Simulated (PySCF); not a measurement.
**Single point on SiSn⁺**

State: ⁴Σ⁻ (quartet), unpaired electrons σ ↑, π ↑↑.

An equivalent input (the run itself took its basis sets from the Basis Set Exchange, started from a PBE0 density and held the occupation σ 9α 8β, πx 4α 3β, πy 4α 3β, δx 1α 1β, δy 1α 1β):

```python
from pyscf import gto, scf
mol = gto.M(atom='Si 0 0 0; Sn 0 0 2.558', basis={'Si': 'def2-SVPD', 'Sn': 'def2-SVPD'}, ecp={'Sn': 'def2-SVPD'},
            charge=1, spin=3, verbose=4, symmetry='C2v')
mf = scf.UHF(mol)
mf.irrep_nelec = {'A1': (10, 9), 'A2': (1, 1), 'B1': (4, 3), 'B2': (4, 3)}
mf.conv_tol = 1e-9
mf.max_cycle = 60
mf.diis_space = 10
mf.kernel()
```

The log (some set-up lines and the per-cycle HOMO/LUMO lines removed):

```
******** <class 'pyscf.scf.uhf_symm.SymAdaptedUHF'> ********
method = SymAdaptedUHF
damping factor = 0
level_shift factor = 0
DIIS = <class 'pyscf.scf.diis.CDIIS'>
diis_start_cycle = 1
diis_space = 10
diis_damp = 0
SCF conv_tol = 1e-09
SCF conv_tol_grad = None
SCF max_cycles = 60
number electrons alpha = 19  beta = 16
Set gradient conv threshold to 3.16228e-05
init E= -501.88260587224
cycle= 1 E= -501.892241506367  delta_E= -0.00964  |g|= 0.0256  |ddm|= 0.342
cycle= 2 E= -501.893030166321  delta_E= -0.000789  |g|= 0.0085  |ddm|= 0.0824
cycle= 3 E= -501.89320277914  delta_E= -0.000173  |g|= 0.0033  |ddm|= 0.0306
cycle= 4 E= -501.893246304481  delta_E= -4.35e-05  |g|= 0.00215  |ddm|= 0.0133
cycle= 5 E= -501.89327366481  delta_E= -2.74e-05  |g|= 0.00153  |ddm|= 0.0115
cycle= 6 E= -501.893299227124  delta_E= -2.56e-05  |g|= 0.000931  |ddm|= 0.015
cycle= 7 E= -501.893310827764  delta_E= -1.16e-05  |g|= 0.000272  |ddm|= 0.0161
cycle= 8 E= -501.893311401457  delta_E= -5.74e-07  |g|= 0.00011  |ddm|= 0.0031
cycle= 9 E= -501.89331146563  delta_E= -6.42e-08  |g|= 6.21e-05  |ddm|= 0.000782
cycle= 10 E= -501.893311490273  delta_E= -2.46e-08  |g|= 2.1e-05  |ddm|= 0.000594
cycle= 11 E= -501.893311492842  delta_E= -2.57e-09  |g|= 5.56e-06  |ddm|= 0.000212
cycle= 12 E= -501.893311492952  delta_E= -1.1e-10  |g|= 2.29e-06  |ddm|= 3.12e-05
Extra cycle  E= -501.893311492964  delta_E= -1.26e-11  |g|= 1.45e-06  |ddm|= 6.86e-06
converged SCF energy = -501.893311492964  <S^2> = 3.7619797  2S+1 = 4.0059854
```

Repeating this along the bond gives Re = 2.541 Å and ωe = 333 cm⁻¹.

A point of this curve took 0.23 CPU seconds beside 0.17 for the integrals (shared host).

Spin–orbit coupling is left out. The state is the lowest determinant that a PBE0 search found; another state may lie lower at other levels.
